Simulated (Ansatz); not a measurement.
`CN[SiH2][SiH3]` + `O[SiH3]` → `[SiH3]O[SiH2][SiH3]` + CH₃NH₂ at 298.15 K and 1 bar (ligand exchange at the Si–N bond).

Program: Ansatz. Geometries: PBE0-D4/def2-TZVP. ΔE: electronic, gas phase. CCSD(T)/CBS is the MP2 limit (def2-TZVPP, def2-QZVPP) plus CCSD(T) − MP2 in def2-TZVPP, frozen cores. One conformer a species, not always the lowest.

| species | CCSD(T)/CBS energy (Eh) | H − E (kJ/mol) | S (J/(mol·K)) |
| --- | --- | --- | --- |
| `CN[SiH2][SiH3]` | -676.32808 | 275.4 | 365.2 |
| `O[SiH3]` | -366.69042 | 113.6 | 257.8 |
| `[SiH3]O[SiH2][SiH3]` | -947.28799 | 213.1 | 394.6 |
| CH₃NH₂ | -95.75281 | 180.0 | 240.4 |

H − E and S are ideal-gas, rigid-rotor, harmonic terms from PBE0-D4/def2-TZVP, for one conformer and one mirror image of each species. 1 Eh = 2625.50 kJ/mol, R = 8.31446 J/(mol·K).

**Question.** By hand: ΔE, ΔH, ΔS and ΔG.

**Answer.** ΔE = (-947.28799) + (-95.75281) − (-676.32808) − (-366.69042) = -0.02230 Eh = -58.5 kJ/mol. Δ(H − E) = 213.1 + 180.0 − 275.4 − 113.6 = 4.1, so ΔH = -54.4 kJ/mol. ΔS = 394.6 + 240.4 − 365.2 − 257.8 = 12.0 J/(mol·K). ΔG = -54.4 − 298.15 × (12.0)/1000 = -58.0 kJ/mol.

**Question.** By hand: the equilibrium constant, and the temperature at which ΔG would vanish if ΔH and ΔS stayed fixed.

**Answer.** log₁₀ K = −ΔG/(RT ln 10) = 10.2. ΔH and −TΔS have one sign here, so there is no such temperature.

The number of gas molecules stays the same, so ΔS is small and ΔH decides. A doubt of 5 kJ/mol in ΔE shifts log₁₀ K by 0.9 here. Other conformers and mirror images would add mixing entropy, several J/(mol·K) or more a flexible species. Modes under 60 cm⁻¹, often nearly free rotors, make the harmonic entropy too high. These are equilibria of isolated gas molecules and say nothing of rates. Largest T1 diagnostic: 0.012 (customary marks: 0.02 for closed shells, 0.045 for open ones).

ΔS is within the doubt of such terms, so its sign, and with it that verdict, could turn.
